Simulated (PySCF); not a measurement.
Structure problem from calculated spectra and properties.

Formula: C6H6FNO.

- NMR, other nuclei: isotropic shieldings of nuclei other than C and H, by class: -25 (1 N), 12 (1 O), 438 (1 F) ppm [GIAO PBE0/pcSseg-1]
- 13C NMR: chemical shifts (computed TMS as zero) by class: 155.0 (1 C), 146.2 (1 C), 144.1 (1 C), 140.8 (1 C), 113.8 (1 C), 86.8 (1 C) ppm [GIAO PBE0/pcSseg-1]
- UV, strongest line: among the 8 lowest singlet transitions: S5 at 6.98 eV (178 nm, f = 0.298) [TDDFT CAM-B3LYP/def2-SVPD]
- Polarisability: 78.7 au [CAM-B3LYP/def2-SVPD]
- Rotational structure: rotational constants A, B, C: 4.418, 0.995, 0.816 GHz [GFN2-xTB]
- Triplet: lowest triplet excitation (Tamm–Dancoff): 3.24 eV [TDA CAM-B3LYP/def2-SVPD]

The electronic properties come from PySCF, for the isolated species, density fitting. Levels stand in brackets. Isolated species at its GFN2-xTB geometry (one conformer only). NMR values are class means; diastereotopic atoms form classes of their own.

Task: Propose a structure and show how it fits.

Result: Numbering: `[CH2:1]=[C:2]([CH2:3][F:4])[c:5]1[cH:6][o:7][cH:8][n:9]1`. Its formula, C6H6FNO, gives 4 degrees of unsaturation: 1 ring and 3 π bonds in the structure found (Kekulé form). 6 carbons fall into 6 classes; from least to most shielded: aromatic CH next to a ring nitrogen [C8] (155.0 ppm), substituted aromatic carbon [C5] (146.2 ppm), fully substituted alkene carbon [C2] (144.1 ppm), aromatic CH next to a ring oxygen [C6] (140.8 ppm), terminal =CH2 carbon [C1] (113.8 ppm), sp3 C–F carbon [C3] (86.8 ppm). The other shieldings belong to: -25 ppm, pyridine-type nitrogen [N9]; 12 ppm, furan-type oxygen [O7]; 438 ppm, alkyl fluorine [F4]. The optimised geometry has point group Cs and is an asymmetric top. Structure: `C=C(CF)c1cocn1`. Computed isomers that give other values at the same levels: `C#C/C(=C\F)C(=O)NC` (13C chemical shifts (computed TMS as zero) by class: 181.3 (1 C), 162.3 (1 C), 106.7 (1 C), 99.0 (1 C), 78.8 (1 C), 26.3 (1 C) ppm); `O=CNC1=CCC(F)=C1` (13C chemical shifts (computed TMS as zero) by class: 182.5 (1 C), 159.2 (1 C), 141.3 (1 C), 109.8 (1 C), 109.0 (1 C), 40.9 (1 C) ppm); `Cc1c(F)ccc[n+]1[O-]` (rotational constant A: 2.381 GHz; this holds for the one conformer computed). The assignments are read from this structure; whether some other isomer fits the data as well wasn't checked.

Shape of the structure used: `[CH2:1]=[C:2]([CH2:3][F:4])[c:5]1[cH:6][o:7][cH:8][n:9]1`: C1–C2–C3–F4 0°, C1–C2–C5–C6 0°.
